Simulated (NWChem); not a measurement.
Species: SiCl$_{3}$ cation

```xyz
4

Cl     1.3883     1.3883     0.0000
Si     0.0000     0.0000     0.0000
Cl     0.5082    -1.8965     0.0000
Cl    -1.8965     0.5082     0.0000
```
Atoms are numbered in this order, from 1.

Program: NWChem. The geometry was optimised at PBE0/def2-SVP. Level: PBE/def2-SVP with SMD (1 M gas to 1 M solution), gas-phase geometry. Reactions with the solvent are ignored.

Predict the results for solvent dichloromethane. Quantities: solvation free energy (kcal/mol); cavity-dispersion-structure term (kcal/mol).

solvation free energy (kcal/mol): -50.0
cavity-dispersion-structure term (kcal/mol): -3.0
